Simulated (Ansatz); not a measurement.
The same path of Cl2H3NSi + H3P (11 atoms, charge 0, multiplicity 1) was run twice with different band settings. Lost on the way: Si1–H2, P8–H11. Made: Si1–P8, H2–H11.

All numbers below come from RKS LDA/def2-SVP (Ansatz).

Relaxed end points:

```xyz
11
Properties=species:S:1:pos:R:3
Si -0.215 0.336 -0.138
H -0.452 0.462 1.331
Cl 1.836 0.435 -0.417
Cl -1.023 1.914 -1.166
N -0.955 -1.077 -0.732
H -0.809 -1.961 -0.232
H -1.108 -1.207 -1.736
P 1.955 -2.529 1.205
H 1.285 -3.723 1.673
H 1.247 -2.555 -0.052
H 0.952 -1.679 1.806
```

```xyz
11
Properties=species:S:1:pos:R:3
Si 0.415 -0.590 -0.531
H -0.038 -0.009 2.719
Cl 1.811 0.168 -1.861
Cl -0.479 1.043 0.355
N -0.864 -1.455 -1.254
H -0.692 -2.370 -1.683
H -1.619 -0.940 -1.719
P 1.604 -1.773 0.948
H 0.446 -2.551 1.318
H 1.963 -2.692 -0.110
H 0.165 -0.416 3.359
```

Common settings: spring 5.0 eV/Å²; optimiser quadratic models (default); start path through a guess of the saddle point; force threshold 0.05 eV/Å; iteration limit 60; end points relaxed.

| run | movable images | climbing image |
| --- | --- | --- |
| 1 | 5 | yes |
| 2 | 6 | no |

What does each run give, and how far can it be trusted?

Run 1: converged after 19 iterations, highest image 1.958 eV above the first end. Beside the main top the profile has a ripple of under 15 meV (maxima at images 1, 3), which may be a very shallow well or noise. Neighbouring images differ by up to 2.0 eV, so the band resolves the path poorly. A vibrational analysis at the climbing image gives one clearly imaginary mode, 961i cm⁻¹: a first-order saddle point.
Run 2: converged after 22 iterations, highest image 1.625 eV above the first end. No image climbed, so the highest image needn't sit at the top of the path.
The orbitals stay closed-shell, which can raise the energy where a bond breaks towards radicals; this wasn't checked here.
